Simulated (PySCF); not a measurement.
# Single point on IF

State: ¹Σ⁺ (singlet), closed shell.

An equivalent input (the run itself took its basis sets from the Basis Set Exchange, started from a PBE0 density and held the occupation σ 7α 7β, πx 4α 4β, πy 4α 4β, δx 1α 1β, δy 1α 1β):

```python
from pyscf import gto, scf, cc
mol = gto.M(atom='I 0 0 0; F 0 0 1.948', basis={'I': 'def2-SVP', 'F': 'def2-SVP'}, ecp={'I': 'def2-SVP'},
            charge=0, spin=0, verbose=4, symmetry='C2v')
mf = scf.RHF(mol)
mf.irrep_nelec = {'A1': 16, 'A2': 2, 'B1': 8, 'B2': 8}
mf.conv_tol = 1e-9
mf.max_cycle = 60
mf.diis_space = 10
mf.kernel()
mycc = cc.CCSD(mf, frozen=[0, 1, 2, 3, 4, 39])
mycc.run(conv_tol=1e-7, conv_tol_normt=1e-5, max_cycle=80, diis_space=8)
et = mycc.ccsd_t()
```

The SCF ended at -395.95141239 hartree. The coupled-cluster part of the log:

```
******** <class 'pyscf.cc.ccsd.CCSD'> ********
CC2 = 0
CCSD nocc = 12, nmo = 34
frozen orbitals [0, 1, 2, 3, 4, 39]
max_cycle = 80
direct = 0
conv_tol = 1e-07
conv_tol_normt = 1e-05
diis_space = 8
diis_start_cycle = 0
diis_start_energy_diff = 1e+09
Init t2, MP2 energy = -396.258936610829  E_corr(MP2) -0.307524216163874
Init E_corr(CCSD) = -0.307524216163922
cycle = 1  E_corr(CCSD) = -0.30905346443005  dE = -0.00152924827  norm(t1,t2) = 0.0538202
cycle = 2  E_corr(CCSD) = -0.317423499500022  dE = -0.00837003507  norm(t1,t2) = 0.0223239
cycle = 3  E_corr(CCSD) = -0.31734673021902  dE = 7.6769281e-05  norm(t1,t2) = 0.0117515
cycle = 4  E_corr(CCSD) = -0.318831679452472  dE = -0.00148494923  norm(t1,t2) = 0.00502468
cycle = 5  E_corr(CCSD) = -0.318800918835972  dE = 3.07606165e-05  norm(t1,t2) = 0.00102183
cycle = 6  E_corr(CCSD) = -0.318734086868845  dE = 6.68319671e-05  norm(t1,t2) = 0.000352243
cycle = 7  E_corr(CCSD) = -0.318728156550323  dE = 5.93031852e-06  norm(t1,t2) = 9.7845e-05
cycle = 8  E_corr(CCSD) = -0.31873325897817  dE = -5.10242785e-06  norm(t1,t2) = 3.55131e-05
cycle = 9  E_corr(CCSD) = -0.318732791080597  dE = 4.67897573e-07  norm(t1,t2) = 1.48506e-05
cycle = 10  E_corr(CCSD) = -0.318732448068136  dE = 3.43012461e-07  norm(t1,t2) = 4.85233e-06
cycle = 11  E_corr(CCSD) = -0.318732637141287  dE = -1.89073151e-07  norm(t1,t2) = 1.84091e-06
cycle = 12  E_corr(CCSD) = -0.318732612958321  dE = 2.41829668e-08  norm(t1,t2) = 6.02838e-07
CCSD converged
E(CCSD) = -396.2701450076238  E_corr = -0.3187326129583205
CCSD(T) correction = -0.00623073015620926
```

T1 diagnostic 0.011, D1 0.050, 24 electrons correlated, 1 of the virtual orbitals (those above 20 hartree) left out.

Repeating this along the bond gives Re = 1.961 Å and ωe = 598 cm⁻¹.

A point of this curve took 0.47 CPU seconds beside 0.063 for the integrals, on Intel Xeon 6975P-C (shared host).

Correlated steps freeze 5 core orbitals. Spin–orbit coupling is left out.
